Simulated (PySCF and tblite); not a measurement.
Results of a calculation; reference values are marked as such.
2 diastereomers of C6H6FN, numbered alike:

```csv
isomer,SMILES,descriptors (one enantiomer)
A,[CH3:1][C:2]1=[CH:3][C@@H:4]([F:5])[C@@H:6]1[C:7]#[N:8],"4R, 6S"
B,[CH3:1][C:2]1=[CH:3][C@H:4]([F:5])[C@@H:6]1[C:7]#[N:8],"4S, 6S"
```

Protocol: conformer search, at most 6 conformers an isomer, GFN2-xTB geometries, energies PBE0/pcSseg-1 (D3(BJ) added where defined), weights at 298.15 K with GFN2-xTB thermal terms. Programs: PySCF with density fitting and tblite.

(1) Rank the isomers by free energy at 298.15 K.

(2) If they could interconvert freely, what would the mixture hold (chiral isomers as racemates)?

## Answers

(1) 
```csv
isomer,ΔG (kcal/mol),"ΔE, lowest conformer",conformers,largest weight %,rms dipole (D)
A,0.0,0.0,1,100,3.58
B,1.1,1.0,1,100,5.26
```

ΔG is for one enantiomer.

(2) A 86 %, B 14 %. A racemate gains RT ln 2.
